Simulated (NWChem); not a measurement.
BeH₂; SMILES [BeH2]

Program: NWChem. Pople sets run with spherical d functions. Each level has its own optimisation; frequencies are unscaled.

```tsv
level	r Be–H (Å)	highest harmonic frequency (cm⁻¹)	lowest (cm⁻¹)	zero-point energy (kcal/mol)
BP86/def2-TZVP	1.344	2181	700	7.9
Hartree-Fock/6-31G*	1.334	(withheld)	760	8.5
BLYP/def2-SVP	1.335	2225	765	8.2
PBE0/def2-SVP	1.339	2247	755	8.3
```

Q: Some entries are withheld; supply them.

A: 
- Hartree-Fock/6-31G*, highest harmonic frequency (cm⁻¹): 2324
